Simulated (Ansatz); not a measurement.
Ansatz (a first-principles code) input for H₂O₄P, SMILES [O]P(=O)(O)O (connectivity only; charge and spin as stated), charge -1, multiplicity 1, PBE0-D3(BJ)/def2-SVPD. 

Ansatz 0.2 input:
```yaml
crystal:
  periodic: [false, false, false]
  atoms:
    - {symbol: O, position_ang: [0.92759277, -0.92750911, -0.87326043]}
    - {symbol: P, position_ang: [-0.00000000, 0.00000001, -0.17763351]}
    - {symbol: O, position_ang: [-0.92759278, 0.92750921, -0.87326032]}
    - {symbol: O, position_ang: [-0.91605632, -0.87682132, 0.91122130]}
    - {symbol: O, position_ang: [0.91605633, 0.87682122, 0.91122141]}
    - {symbol: H, position_ang: [-1.64755275, -0.27742062, 1.02856345]}
    - {symbol: H, position_ang: [1.64755275, 0.27742051, 1.02856347]}
basis:
  gaussian:
    orbitals: def2-SVPD
hamiltonian:
  xc: pbe0
  dispersion: d3bj
total_charge: -1
relax: {f_tol: 0.002, max_steps: 200}
```

It prints:

```
WARN ansatz: RAYON_NUM_THREADS=1 ignored (pool sized by the plan → 1); use --threads N
Functional definition: PBE0
integrals: 0.06 GiB planned
1113 factors; their error is unknown
mean field: 0.54 GiB planned
mean field evaluation 1: about -17486.1648 eV, gradient 6.5e1 eV
mean field evaluation 2: about -17474.8330 eV, gradient 1.0e2 eV
mean field evaluation 4: about -17493.3801 eV, gradient 3.2e0 eV
mean field evaluation 8: about -17493.4949 eV, gradient 2.8e-2 eV
mean field evaluation 16: about -17493.4949 eV, gradient 1.6e-5 eV
mean field -17493.49491071 eV, -642.8740804520 hartree, gradient 1.6e-5 eV, S^2 0.000000; 0 other end points of the search recorded, 0 dependent functions left out
the calculation of the forces begins
reference -17493.49494259 eV, -642.8740816233 hartree; 25, 25 occupied and 107, 107 virtual orbitals, 1113 factors
relax step   1: F+E_penalty+E_count = -17493.61161446 eV  Δ(F+E_penalty+E_count) = +0.000e0 eV  max|allowed force component| = 9.261e-1 eV/Å  Δτ_max = 0.0000 Å  (29 SCF iters, accepted)
these checks for a lower state are left out or cut short: starts, cluster_reference, orbital_swaps, neighbouring_geometries, increment
integrals: 0.06 GiB planned
1113 factors; their error is unknown
mean field: 0.54 GiB planned
mean field -17493.55115670 eV, -642.8761474540 hartree, gradient 8.4e-6 eV, S^2 0.000000; 0 other end points of the search recorded, 0 dependent functions left out
the calculation of the forces begins
reference -17493.55118870 eV, -642.8761486297 hartree; 25, 25 occupied and 107, 107 virtual orbitals, 1113 factors
relax step   2: F+E_penalty+E_count = -17493.66741618 eV  Δ(F+E_penalty+E_count) = -5.580e-2 eV  max|allowed force component| = 5.093e-1 eV/Å  Δτ_max = 0.0428 Å  (32 SCF iters, accepted)
these checks for a lower state are left out or cut short: starts, cluster_reference, orbital_swaps, neighbouring_geometries, increment
integrals: 0.06 GiB planned
1113 factors; their error is unknown
mean field: 0.54 GiB planned
mean field evaluation 32: about -17493.5799 eV, gradient 8.7e-6 eV
mean field -17493.57992931 eV, -642.8772048277 hartree, gradient 8.7e-6 eV, S^2 0.000000; 0 other end points of the search recorded, 0 dependent functions left out
the calculation of the forces begins
reference -17493.57996152 eV, -642.8772060116 hartree; 25, 25 occupied and 107, 107 virtual orbitals, 1113 factors
relax step   3: F+E_penalty+E_count = -17493.69564815 eV  Δ(F+E_penalty+E_count) = -2.823e-2 eV  max|allowed force component| = 1.668e-1 eV/Å  Δτ_max = 0.0635 Å  (33 SCF iters, accepted)
these checks for a lower state are left out or cut short: starts, cluster_reference, orbital_swaps, neighbouring_geometries, increment
integrals: 0.06 GiB planned
1113 factors; their error is unknown
mean field: 0.54 GiB planned
mean field -17493.58278725 eV, -642.8773098551 hartree, gradient 8.0e-6 eV, S^2 0.000000; 0 other end points of the search recorded, 0 dependent functions left out
the calculation of the forces begins
reference -17493.58281949 eV, -642.8773110400 hartree; 25, 25 occupied and 107, 107 virtual orbitals, 1113 factors
relax step   4: F+E_penalty+E_count = -17493.69848147 eV  Δ(F+E_penalty+E_count) = -2.833e-3 eV  max|allowed force component| = 9.794e-2 eV/Å  Δτ_max = 0.0154 Å  (33 SCF iters, accepted)
these checks for a lower state are left out or cut short: starts, cluster_reference, orbital_swaps, neighbouring_geometries, increment
integrals: 0.06 GiB planned
1113 factors; their error is unknown
mean field: 0.54 GiB planned
mean field -17493.58397672 eV, -642.8773535673 hartree, gradient 8.0e-6 eV, S^2 0.000000; 0 other end points of the search recorded, 0 dependent functions left out
the calculation of the forces begins
reference -17493.58400897 eV, -642.8773547524 hartree; 25, 25 occupied and 107, 107 virtual orbitals, 1113 factors
relax step   5: F+E_penalty+E_count = -17493.69967254 eV  Δ(F+E_penalty+E_count) = -1.191e-3 eV  max|allowed force component| = 2.116e-2 eV/Å  Δτ_max = 0.0178 Å  (33 SCF iters, accepted)
these checks for a lower state are left out or cut short: starts, cluster_reference, orbital_swaps, neighbouring_geometries, increment
integrals: 0.06 GiB planned
1113 factors; their error is unknown
mean field: 0.54 GiB planned
mean field -17493.58436370 eV, -642.8773677888 hartree, gradient 8.0e-6 eV, S^2 0.000000; 0 other end points of the search recorded, 0 dependent functions left out
the calculation of the forces begins
reference -17493.58439595 eV, -642.8773689739 hartree; 25, 25 occupied and 107, 107 virtual orbitals, 1113 factors
relax step   6: F+E_penalty+E_count = -17493.70005144 eV  Δ(F+E_penalty+E_count) = -3.789e-4 eV  max|allowed force component| = 2.777e-2 eV/Å  Δτ_max = 0.0123 Å  (33 SCF iters, accepted)
these checks for a lower state are left out or cut short: starts, cluster_reference, orbital_swaps, neighbouring_geometries, increment
integrals: 0.06 GiB planned
1113 factors; their error is unknown
mean field: 0.54 GiB planned
mean field evaluation 64: about -17493.5843 eV, gradient 8.0e-6 eV
mean field -17493.58430154 eV, -642.8773655044 hartree, gradient 8.0e-6 eV, S^2 0.000000; 0 other end points of the search recorded, 0 dependent functions left out
the calculation of the forces begins
reference -17493.58433379 eV, -642.8773666895 hartree; 25, 25 occupied and 107, 107 virtual orbitals, 1113 factors
relax step   7: F+E_penalty+E_count = -17493.69999269 eV  Δ(F+E_penalty+E_count) = +5.875e-5 eV  max|allowed force component| = 1.501e-1 eV/Å  Δτ_max = 0.0083 Å  (34 SCF iters, rejected (line search))
these checks for a lower state are left out or cut short: starts, cluster_reference, orbital_swaps, neighbouring_geometries, increment
integrals: 0.06 GiB planned
1113 factors; their error is unknown
mean field: 0.54 GiB planned
mean field -17493.58456959 eV, -642.8773753549 hartree, gradient 8.0e-6 eV, S^2 0.000000; 0 other end points of the search recorded, 0 dependent functions left out
the calculation of the forces begins
reference -17493.58460184 eV, -642.8773765399 hartree; 25, 25 occupied and 107, 107 virtual orbitals, 1113 factors
relax step   8: F+E_penalty+E_count = -17493.70025202 eV  Δ(F+E_penalty+E_count) = -2.006e-4 eV  max|allowed force component| = 9.566e-3 eV/Å  Δτ_max = 0.0040 Å  (33 SCF iters, accepted)
these checks for a lower state are left out or cut short: starts, cluster_reference, orbital_swaps, neighbouring_geometries, increment
integrals: 0.06 GiB planned
1113 factors; their error is unknown
mean field: 0.54 GiB planned
mean field -17493.58457271 eV, -642.8773754696 hartree, gradient 3.3e-5 eV, S^2 0.000000; 0 other end points of the search recorded, 0 dependent functions left out
the calculation of the forces begins
reference -17493.58460496 eV, -642.8773766547 hartree; 25, 25 occupied and 107, 107 virtual orbitals, 1113 factors
relax step   9: F+E_penalty+E_count = -17493.70025597 eV  Δ(F+E_penalty+E_count) = -3.953e-6 eV  max|allowed force component| = 1.011e-2 eV/Å  Δτ_max = 0.0005 Å  (20 SCF iters, accepted)
these checks for a lower state are left out or cut short: starts, cluster_reference, orbital_swaps, neighbouring_geometries, increment
integrals: 0.06 GiB planned
1113 factors; their error is unknown
mean field: 0.54 GiB planned
mean field -17493.58495637 eV, -642.8773895688 hartree, gradient 8.9e-6 eV, S^2 0.000000; 0 other end points of the search recorded, 0 dependent functions left out
the calculation of the forces begins
reference -17493.58498856 eV, -642.8773907517 hartree; 25, 25 occupied and 107, 107 virtual orbitals, 1113 factors
relax step  10: F+E_penalty+E_count = -17493.70055537 eV  Δ(F+E_penalty+E_count) = -2.994e-4 eV  max|allowed force component| = 8.717e-2 eV/Å  Δτ_max = 0.0492 Å  (31 SCF iters, accepted)
these checks for a lower state are left out or cut short: starts, cluster_reference, orbital_swaps, neighbouring_geometries, increment
integrals: 0.06 GiB planned
1113 factors; their error is unknown
mean field: 0.54 GiB planned
mean field -17493.58516576 eV, -642.8773972639 hartree, gradient 8.0e-6 eV, S^2 0.000000; 0 other end points of the search recorded, 0 dependent functions left out
the calculation of the forces begins
reference -17493.58519796 eV, -642.8773984472 hartree; 25, 25 occupied and 107, 107 virtual orbitals, 1113 factors
relax step  11: F+E_penalty+E_count = -17493.70080840 eV  Δ(F+E_penalty+E_count) = -2.530e-4 eV  max|allowed force component| = 1.901e-2 eV/Å  Δτ_max = 0.0105 Å  (33 SCF iters, accepted)
these checks for a lower state are left out or cut short: starts, cluster_reference, orbital_swaps, neighbouring_geometries, increment
integrals: 0.06 GiB planned
1113 factors; their error is unknown
mean field: 0.54 GiB planned
mean field -17493.58519018 eV, -642.8773981613 hartree, gradient 8.5e-5 eV, S^2 0.000000; 0 other end points of the search recorded, 0 dependent functions left out
the calculation of the forces begins
reference -17493.58522239 eV, -642.8773993448 hartree; 25, 25 occupied and 107, 107 virtual orbitals, 1113 factors
relax step  12: F+E_penalty+E_count = -17493.70082183 eV  Δ(F+E_penalty+E_count) = -1.343e-5 eV  max|allowed force component| = 9.531e-4 eV/Å  Δτ_max = 0.0012 Å  (22 SCF iters, accepted)
integrals: 0.06 GiB planned
1113 factors; their error is unknown
mean field: 0.54 GiB planned
mean field evaluation 96: about -17493.5852 eV, gradient 8.5e-5 eV
mean field -17493.58519018 eV, -642.8773981613 hartree, gradient 8.5e-5 eV, S^2 0.000000; 1 other end points of the search recorded, 0 dependent functions left out
the calculation of the forces begins
reference -17493.58522239 eV, -642.8773993448 hartree; 25, 25 occupied and 107, 107 virtual orbitals, 1113 factors
Total energy: -17493.70085403 eV, -642.8816487293 hartree
Atom 0 at     0.917125    -0.982285    -0.829797 Å, force    -0.000139     0.000277    -0.000051 eV/Å
Atom 1 at     0.000006    -0.000013    -0.147220 Å, force    -0.000443     0.000190    -0.000051 eV/Å
Atom 2 at    -0.917104     0.982275    -0.829801 Å, force     0.000431    -0.000382     0.000006 eV/Å
Atom 3 at    -0.960172    -0.862428     0.917784 Å, force    -0.000839    -0.000515     0.000677 eV/Å
Atom 4 at     0.960124     0.862383     0.917853 Å, force     0.000821     0.000576     0.000549 eV/Å
Atom 5 at    -1.785113    -0.369367     0.963324 Å, force     0.000953     0.000010    -0.000605 eV/Å
Atom 6 at     1.785135     0.369435     0.963274 Å, force    -0.000784    -0.000156    -0.000525 eV/Å
Dipole moment:     0.000029     0.000020     0.607242 e Å
```

Self-consistency was reached.
